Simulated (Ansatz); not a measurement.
```yaml
crystal:
  periodic: [false, false, false]
  atoms:
    - {symbol: O, position_ang: [0.195519, 1.736229, -0.671350]}
    - {symbol: C, position_ang: [0.933800, 0.508893, -0.452343]}
    - {symbol: C, position_ang: [0.225186, -0.338368, 0.487645]}
    - {symbol: F, position_ang: [0.976452, -1.475873, 0.784924]}
    - {symbol: F, position_ang: [0.093692, 0.253855, 1.670714]}
    - {symbol: C, position_ang: [-1.152681, -0.787081, 0.018104]}
    - {symbol: F, position_ang: [-0.995770, -1.482868, -1.147884]}
    - {symbol: F, position_ang: [-1.713556, -1.660341, 0.888073]}
    - {symbol: H, position_ang: [0.222690, 2.236219, 0.130743]}
    - {symbol: H, position_ang: [1.929367, 0.743169, -0.064887]}
    - {symbol: H, position_ang: [1.100764, 0.101244, -1.441919]}
    - {symbol: H, position_ang: [-1.772309, 0.097770, -0.124908]}
basis:
  gaussian: {orbitals: def2-mTZVPP, final_grid: {core_spheres: 1, valence_spheres: 1, degree: 5}}
hamiltonian: {xc: {name: PBE}}
```

```sh
$ ansatz run in.yaml --threads 2 --pin off --events-out ev --progress --plain --max-ram 22528MiB --backend cpu
```

Shortened log:

```
Functional definition: PBE
1543 factors; their error is unknown
mean field evaluation 1: about -16073.2923 eV, gradient 6.5e1 eV
mean field evaluation 2: about -16062.2375 eV, gradient 1.0e2 eV
mean field evaluation 4: about -16080.4682 eV, gradient 5.2e0 eV
mean field evaluation 16: about -16044.6113 eV, gradient 1.1e-1 eV
mean field -16044.61136871 eV, -589.6285923719 hartree, gradient 4.4e-5 eV, S^2 0.000000; 0 other end points of the search recorded, 0 dependent functions left out
reference -16044.61145518 eV, -589.6285955497 hartree; 33, 33 occupied and 164, 164 virtual orbitals, 1543 factors
Total energy: -16044.61145518 eV, -589.6285955497 hartree
```

(1) What is wrong with this run?

## Answers

(1) The integration grid is far too coarse. The calculation finished and met its thresholds. The result belongs to that input, not to the molecule as meant.
